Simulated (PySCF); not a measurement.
C7H9O2 (doublet state).
Cartesian coordinates in Å at the GFN2-xTB level; atoms count from 1:
```xyz
18
C7H9O2 angstrom
C      3.431   -0.094   -0.680
C      2.142    0.324   -0.109
C      0.988   -0.466   -0.233
O      0.941   -1.639   -0.621
C     -0.316    0.270    0.124
O     -0.295    1.271    0.805
C     -1.528   -0.371   -0.398
C     -2.798   -0.261    0.422
C     -2.670    0.532   -0.822
H      3.407   -1.155   -0.921
H      4.234    0.118    0.028
H      3.662    0.470   -1.588
H      2.037    1.319    0.297
H     -1.349   -1.281   -0.953
H     -2.717    0.259    1.364
H     -3.446   -1.123    0.437
H     -3.228    0.239   -1.698
H     -2.502    1.594   -0.729
```

The hyperfine couplings belong to this conformer and change with its torsions.

Identity: `C[CH]C(=O)C(=O)C1CC1` [radical].

Level of theory: UKS B3LYP, pcH-1 on C H O, non-relativistic, mean-field spin-orbit, GIAO (PySCF). The structure is a single GFN2-xTB conformer in the gas phase; no vibrational or solvent corrections. Couplings are sensitive to structure, and on GFN2-xTB geometries they can be far from those on DFT ones. The frame is twisted about the C3–C5 bond at this geometry (dihedral O4–C3–C5–C7 = -17°); couplings at other torsion angles weren't computed. No stability test was run, so a lower SCF solution isn't excluded.

Give the principal g shifts and their parts.

```tsv
Δg (ppt)	1	2	3
relativistic mass correction	-0.20	-0.20	-0.20
gauge correction	-0.01	0.04	0.04
orbital Zeeman/spin–orbit	0.15	2.28	5.60
total	-0.06	2.12	5.44
```

So g = 2.00226, 2.00444, 2.00776 and g_iso = 2.00482; the tensor is rhombic: the two nearest values differ by 40 % of g3 − g1. Axes: g3 points within 9° of the C3–O4 bond.

What effective moment and Curie constant follow for a powder?

With the mean of g² = 4.0193 and S(S+1) = 0.75: μ_eff = √(⟨g²⟩S(S+1)) = 1.736 μB and χT = 0.12505·⟨g²⟩·S(S+1) = 0.377 cm³ K/mol (cgs; spin-Hamiltonian part alone).

How much does each term add to the isotropic shift?

The orbital-Zeeman/spin–orbit term 2.68, the mass correction -0.20 and the gauge correction 0.02 ppt, for a total of 2.50 ppt. The orbital-Zeeman/spin–orbit term is the largest in size. The mass correction is the same along every axis, so the anisotropy comes from the other two: their spans along these axes are 0.05 (gauge) and 5.45 ppt (orbital Zeeman/spin–orbit).

In a frozen sample, at which fields do the three g values resonate at 9.5, 34, 94 and 263 GHz (hyperfine left aside), and which band first spreads them over more than twice a line width of 1.0 mT?

```tsv
band	GHz	B(g3) mT	B(g2) mT	B(g1) mT	spread mT
X	9.5	338.07	338.63	338.99	0.93
Q	34.0	1209.92	1211.92	1213.24	3.32
W	94.0	3345.07	3350.61	3354.25	9.18
J	263.0	9359.07	9374.58	9384.77	25.69
```

The spread grows in proportion to the frequency. Q band is the first where it exceeds 2.0 mT.

The largest Mulliken spin populations are on C2 (+0.74), O4 (+0.35) and C3 (-0.08). The positive populations add up to 1.18 and the negative ones to -0.18, together 2S = 1. The angles at C2 add up to 359.4°, so it is planar; its axial dipolar tensor and the negative coupling of its proton fit spin in a p orbital normal to that plane.

The HOMO–LUMO gaps are 4.89 eV among the α and 2.87 eV among the β orbitals.

The run took 89 s wall (with the writing of density and orbital grids) on one thread of an Arm Neoverse V2 (shared host), and the process peaked at 1.1 GiB of memory.
